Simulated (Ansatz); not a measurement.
Born–Oppenheimer molecular dynamics of a periodic cell of 16 atoms, CO (contents 8 CO, density as packed 0.80 g/cm³ with natural masses). It goes on from the last frame of an earlier run, with new velocities.

The calculation used DFT r2SCAN-D3(BJ), scalar-relativistic, plane waves, PAW (Ansatz 0.2.0). Settings: accuracy low, cutoff 500 eV, k mesh 1x1x1, fermi-dirac smearing 0.002 eV, no spin polarisation.

* ensemble: NVE (velocity Verlet)
* time step: 1 fs
* steps asked: 60
* starting velocities drawn for: 1500 K
* seed: 295526

Frames 1 fs apart, positions in Å.

Velocities at 10.0 fs (Å/ps):

```
O -5.67 4.43 9.44
C 2.53 -5.78 1.32
O -9.78 -4.57 -3.93
C 5.50 4.38 -2.05
O -7.47 4.53 -0.81
C 4.08 13.08 13.11
O 13.84 -4.69 0.72
C -3.48 -5.83 -9.89
O -12.41 -11.61 1.26
C 33.38 -9.51 7.25
O -4.70 4.38 2.80
C 10.01 4.89 -10.18
O -3.27 16.13 -3.24
C 6.91 -0.51 11.31
O -11.49 0.75 -0.19
C -4.38 -13.16 -18.93
```

```xyz
16
Lattice="7.7418 0.0000 0.0000 0.0000 7.7418 0.0000 0.0000 0.0000 7.7418" Properties=species:S:1:pos:R:3 time_fs=10.0 energy_less_start_eV=0.070 T=1465
O 6.103 5.461 3.849
C 6.721 6.030 3.100
O 7.371 4.204 7.083
C 8.235 4.699 6.588
O 2.167 8.232 4.774
C 2.158 7.169 4.785
O 0.775 0.310 0.981
C 0.005 0.222 0.251
O 1.808 3.266 2.614
C 1.153 3.944 3.140
O 5.247 3.519 1.078
C 5.115 2.381 1.137
O 5.224 6.547 7.633
C 4.809 6.514 6.572
O 5.384 2.103 4.591
C 4.648 2.908 4.774
16
Lattice="7.7418 0.0000 0.0000 0.0000 7.7418 0.0000 0.0000 0.0000 7.7418" Properties=species:S:1:pos:R:3 time_fs=11.0 energy_less_start_eV=0.082 T=1461
O 6.098 5.465 3.859
C 6.723 6.025 3.102
O 7.361 4.199 7.080
C 8.242 4.703 6.586
O 2.159 8.239 4.773
C 2.162 7.178 4.799
O 0.791 0.306 0.983
C -0.001 0.216 0.238
O 1.797 3.253 2.614
C 1.185 3.936 3.148
O 5.242 3.522 1.081
C 5.125 2.387 1.127
O 5.221 6.563 7.630
C 4.816 6.514 6.584
O 5.373 2.103 4.591
C 4.643 2.895 4.755
16
Lattice="7.7418 0.0000 0.0000 0.0000 7.7418 0.0000 0.0000 0.0000 7.7418" Properties=species:S:1:pos:R:3 time_fs=12.0 energy_less_start_eV=-0.004 T=1504
O 6.092 5.470 3.868
C 6.726 6.019 3.103
O 7.351 4.195 7.076
C 8.248 4.708 6.584
O 2.152 8.253 4.772
C 2.166 7.179 4.812
O 0.809 0.302 0.988
C -0.010 0.210 0.223
O 1.789 3.237 2.611
C 1.212 3.933 3.161
O 5.237 3.525 1.083
C 5.136 2.394 1.117
O 5.217 6.579 7.626
C 4.823 6.513 6.596
O 5.364 2.101 4.590
C 4.635 2.886 4.737
16
Lattice="7.7418 0.0000 0.0000 0.0000 7.7418 0.0000 0.0000 0.0000 7.7418" Properties=species:S:1:pos:R:3 time_fs=13.0 energy_less_start_eV=-0.139 T=1569
O 6.087 5.475 3.877
C 6.728 6.013 3.105
O 7.341 4.190 7.071
C 8.252 4.712 6.582
O 2.144 8.271 4.771
C 2.170 7.174 4.825
O 0.827 0.297 0.993
C -0.019 0.204 0.208
O 1.785 3.216 2.605
C 1.235 3.936 3.178
O 5.232 3.527 1.087
C 5.146 2.402 1.106
O 5.214 6.595 7.624
C 4.829 6.513 6.605
O 5.358 2.096 4.589
C 4.623 2.880 4.720
16
Lattice="7.7418 0.0000 0.0000 0.0000 7.7418 0.0000 0.0000 0.0000 7.7418" Properties=species:S:1:pos:R:3 time_fs=14.0 energy_less_start_eV=-0.192 T=1595
O 6.082 5.480 3.885
C 6.729 6.006 3.108
O 7.334 4.187 7.066
C 8.255 4.715 6.582
O 2.137 8.292 4.770
C 2.175 7.166 4.838
O 0.844 0.293 0.996
C -0.025 0.198 0.195
O 1.784 3.191 2.596
C 1.254 3.943 3.199
O 5.227 3.528 1.090
C 5.156 2.411 1.096
O 5.212 6.611 7.625
C 4.834 6.512 6.612
O 5.355 2.089 4.587
C 4.608 2.878 4.703
16
Lattice="7.7418 0.0000 0.0000 0.0000 7.7418 0.0000 0.0000 0.0000 7.7418" Properties=species:S:1:pos:R:3 time_fs=15.0 energy_less_start_eV=-0.095 T=1547
O 6.078 5.486 3.893
C 6.729 5.999 3.111
O 7.328 4.185 7.060
C 8.255 4.716 6.583
O 2.129 8.312 4.769
C 2.179 7.157 4.852
O 0.858 0.288 0.997
C -0.028 0.192 0.184
O 1.783 3.166 2.587
C 1.272 3.952 3.221
O 5.222 3.531 1.093
C 5.167 2.418 1.086
O 5.211 6.627 7.629
C 4.837 6.511 6.614
O 5.353 2.079 4.585
C 4.591 2.878 4.687
16
Lattice="7.7418 0.0000 0.0000 0.0000 7.7418 0.0000 0.0000 0.0000 7.7418" Properties=species:S:1:pos:R:3 time_fs=16.0 energy_less_start_eV=0.110 T=1445
O 6.074 5.492 3.900
C 6.729 5.992 3.116
O 7.325 4.184 7.052
C 8.253 4.716 6.585
O 2.122 8.331 4.768
C 2.183 7.152 4.865
O 0.869 0.283 0.995
C -0.026 0.187 0.178
O 1.782 3.140 2.577
C 1.290 3.960 3.243
O 5.217 3.534 1.096
C 5.177 2.425 1.075
O 5.211 6.644 7.636
C 4.839 6.509 6.612
O 5.353 2.068 4.583
C 4.572 2.880 4.671
16
Lattice="7.7418 0.0000 0.0000 0.0000 7.7418 0.0000 0.0000 0.0000 7.7418" Properties=species:S:1:pos:R:3 time_fs=17.0 energy_less_start_eV=0.316 T=1342
O 6.071 5.498 3.907
C 6.728 5.984 3.121
O 7.324 4.184 7.044
C 8.247 4.714 6.589
O 2.115 8.346 4.767
C 2.186 7.151 4.877
O 0.876 0.278 0.990
C -0.020 0.183 0.176
O 1.781 3.116 2.568
C 1.309 3.966 3.263
O 5.212 3.538 1.099
C 5.187 2.430 1.065
O 5.211 6.661 7.645
C 4.840 6.508 6.607
O 5.352 2.058 4.580
C 4.553 2.882 4.655
16
Lattice="7.7418 0.0000 0.0000 0.0000 7.7418 0.0000 0.0000 0.0000 7.7418" Properties=species:S:1:pos:R:3 time_fs=18.0 energy_less_start_eV=0.431 T=1284
O 6.068 5.505 3.913
C 6.726 5.976 3.126
O 7.324 4.184 7.034
C 8.240 4.711 6.595
O 2.107 8.357 4.766
C 2.190 7.155 4.889
O 0.879 0.272 0.982
C -0.008 0.179 0.178
O 1.778 3.096 2.562
C 1.331 3.969 3.280
O 5.206 3.544 1.103
C 5.197 2.433 1.054
O 5.212 6.678 7.655
C 4.840 6.506 6.601
O 5.350 2.049 4.578
C 4.536 2.882 4.639
16
Lattice="7.7418 0.0000 0.0000 0.0000 7.7418 0.0000 0.0000 0.0000 7.7418" Properties=species:S:1:pos:R:3 time_fs=19.0 energy_less_start_eV=0.414 T=1292
O 6.065 5.511 3.919
C 6.725 5.968 3.132
O 7.325 4.186 7.024
C 8.231 4.707 6.600
O 2.101 8.364 4.767
C 2.193 7.166 4.901
O 0.880 0.266 0.971
C 0.007 0.176 0.183
O 1.773 3.078 2.559
C 1.355 3.966 3.293
O 5.201 3.550 1.106
C 5.207 2.434 1.044
O 5.213 6.695 7.664
C 4.841 6.504 6.596
O 5.346 2.041 4.576
C 4.521 2.880 4.622
16
Lattice="7.7418 0.0000 0.0000 0.0000 7.7418 0.0000 0.0000 0.0000 7.7418" Properties=species:S:1:pos:R:3 time_fs=20.0 energy_less_start_eV=0.284 T=1356
O 6.062 5.518 3.925
C 6.724 5.960 3.137
O 7.326 4.187 7.014
C 8.223 4.703 6.606
O 2.094 8.366 4.767
C 2.195 7.183 4.911
O 0.878 0.260 0.957
C 0.027 0.174 0.192
O 1.766 3.064 2.558
C 1.381 3.959 3.302
O 5.196 3.558 1.109
C 5.217 2.435 1.033
O 5.213 6.711 7.673
C 4.841 6.502 6.592
O 5.341 2.036 4.574
C 4.509 2.874 4.606
16
Lattice="7.7418 0.0000 0.0000 0.0000 7.7418 0.0000 0.0000 0.0000 7.7418" Properties=species:S:1:pos:R:3 time_fs=21.0 energy_less_start_eV=0.116 T=1440
O 6.059 5.524 3.931
C 6.723 5.952 3.142
O 7.327 4.188 7.005
C 8.215 4.700 6.612
O 2.088 8.365 4.769
C 2.197 7.204 4.921
O 0.875 0.254 0.943
C 0.048 0.171 0.202
O 1.758 3.054 2.561
C 1.410 3.946 3.307
O 5.190 3.565 1.113
C 5.227 2.436 1.023
O 5.212 6.727 7.679
C 4.843 6.501 6.592
O 5.333 2.033 4.573
C 4.500 2.866 4.590
```

Of the whole run (60 fs, mean temperature of the second half 1293 K): The conserved energy stayed within 0.82 meV per atom of its start (net change 0.026 meV per atom), so the integration is sound. A run of 0.06 ps of so small a system gives no equilibrium averages. The smearing is very narrow for this mesh. Limits of this set-up: coarse k mesh, low accuracy level.

Run time: 18 min on 1 thread of Arm Neoverse V1, on a shared host, peak memory 0.84 GiB.
